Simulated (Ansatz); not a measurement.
**Ligand exchange: C4H9Cl + SiH3I → C4H9I + SiH3Cl**

Species: C4H9Cl (2-chloro-2-methylpropane) `CC(C)(C)Cl`, singlet; SiH3I `[SiH3]I`, singlet; C4H9I (tert-butyl iodide) `CC(C)(C)I`, singlet; SiH3Cl (chlorosilane) `[SiH3]Cl`, singlet. The partners trade Cl for I: C–Cl and Si–I bonds give way to C–I and Si–Cl.

Shapes, held fixed at every level: PBE0-D4/def2-TZVP. Programs: Ansatz 0.2.0. The zero-point and thermal change to 298 K, harmonic and unscaled (PBE0-D4/def2-TZVP), is 0.0 kJ/mol.

**The experiment to reproduce.** Tabulated heats of formation (CRC Handbook of Chemistry and Physics, NIST-JANAF tables): C4H9Cl -182.2 (CRC); SiH3I -2.1 (JANAF); C4H9I -72.1 (CRC); SiH3Cl -141.8 (JANAF) kJ/mol, which give ΔH(298 K) = -29.6 kJ/mol.

| level | kind | ΔH (kJ/mol) | computed − measured |
| --- | --- | --- | --- |
| HF/def2-SVP | Hartree–Fock | -8.0 | +21.6 |
| SPW92/def2-TZVPP | LDA | -12.1 | +17.6 |
| PBE0-D4/def2-TZVPP | global hybrid | -13.9 | +15.8 |
| wB97X-V/def2-TZVPP | range-separated hybrid | -14.3 | +15.3 |
| B2PLYP/def2-TZVPP | double hybrid | -20.1 | +9.5 |
| CCSD/def2-SVP | coupled cluster or CI | -11.7 | +17.9 |
| CCSD(T)/def2-TZVPP | coupled cluster or CI | -23.8 | +5.9 |

Nearest: CCSD(T)/def2-TZVPP (+5.9); farthest: HF/def2-SVP (+21.6). 2 of 7 levels lie within 10 kJ/mol. The heats of C4H9Cl, C4H9I, SiH3Cl come from older tables and can be uncertain by 10 kJ/mol or more. The tabulated value of SiH3I is in doubt (older tables, estimates, or at odds with other calculations) and kept here. For atoms past krypton def2 sets carry core potentials with scalar relativity. Outer-core shells of I are correlated, in sets that cover them unevenly.
